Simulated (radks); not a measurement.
Results of a calculation; reference values are marked as such.
Q: All-electron atom: Re I in [Xe] 4f14 5d5 6s2. Code: a radial shooting solver on a logarithmic mesh with Libxc functionals. Model: non-relativistic Kohn-Sham, r2SCAN, spin-polarised, spherical densities, point nucleus; open shells are filled with parallel spins first (spin-orbit coupling, left out, can overturn this in heavy ions); meta-GGA in the generalised Kohn-Sham scheme; relativity is left out, which matters for an element this heavy. Some entries of the table are withheld. Estimate them.

orbital,occ.,eigenvalue (hartree),<1/r> (bohr^-1)
1s down,1,-2412.352,74.44
1s up,1,-2412.352,74.44
2s up,1,-398.7067,17.49
2s down,1,-398.6907,17.49
2p up,3,-382.2133,17.50
2p down,3,-382.2020,17.50
3s up,1,-91.82157,6.745
3s down,1,-91.82009,6.746
3p up,3,-84.16014,6.687
3p down,3,-84.15768,6.687
3d up,5,-69.90790,6.603
3d down,5,-69.89948,6.603
4s up,1,-18.83691,2.914
4s down,1,-18.82866,2.913
4p up,3,-15.58544,2.819
4p down,3,-15.57615,2.818
4d up,5,-9.66683,2.621
4d down,5,-9.65440,2.621
5s up,1,-2.67694,1.147
5s down,1,-2.55985,1.163
4f up,7,-1.93433,2.207
4f down,7,-1.91339,2.216
5p up,3,-1.72351,1.032
5p down,3,-1.58829,1.050
5d up,5,-0.31366,(1)
6s up,1,-0.20666,(2)
5d down,0,-0.15861,(3)
6s down,1,-0.15541,(4)

A: 
(1) 5d up <1/r> (bohr^-1): 0.7216
(2) 6s up <1/r> (bohr^-1): 0.3887
(3) 5d down <1/r> (bohr^-1): 0.6939
(4) 6s down <1/r> (bohr^-1): 0.3263
